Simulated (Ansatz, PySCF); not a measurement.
Constitutional and geometric isomers with formula C3H4S. Isolated molecules, 0 K electronic values unless said otherwise. One relaxed conformer stands for each flexible species; it need not be the lowest. Strings in code marks are SMILES. Quantity: electronic energy of isomers of C3H4S relative to `C=CC=S` (C–C–C–S torsion 180°). Level 1: PBE-D3(BJ)/def2-TZVP // PBE0-D3(BJ)/def2-TZVP (PySCF). Level 2: frozen-core CCSD(T)/cc-pVTZ // PBE0-D3(BJ)/def2-TZVP (Ansatz, a first-principles code).

| case | level 1 (kcal/mol) | level 2 (kcal/mol) |
|---|---|---|
| `S=C1CC1` | 15.0 | 18.8 |
| `CC#CS` | 15.1 | withheld |
| `C#CSC` | 20.7 | 20.6 |
| `C#CCS` (C–C–S–H torsion 58°) | 22.3 | 19.5 |
| `SC1=CC1` (H–S–C–C torsion 180°) | 30.3 | 34.9 |
| `SC1C=C1` (H–S–C–C torsion 152°) | 35.2 | 37.6 |

Question: Fit level 2 = a + b·x to the 5 complete rows by least squares, with x = level 1 in kcal/mol. Give a, b and the rms residual, and predict the withheld value.

Answer: Means of the 5 rows: x̄ = 24.7, ȳ = 26.28 kcal/mol. Σ(x − x̄)² = 257.46 and Σ(x − x̄)(y − ȳ) = 278.68, so b = 1.082 and a = ȳ − b·x̄ = -0.45 kcal/mol. The rms residual is 2.64 kcal/mol. At x = 15.1 the line gives 15.9 kcal/mol. The run for `CC#CS` gave 15.4 kcal/mol, so the line is off by 0.5 kcal/mol, within twice the rms residual.

Codes: Ansatz, PySCF.
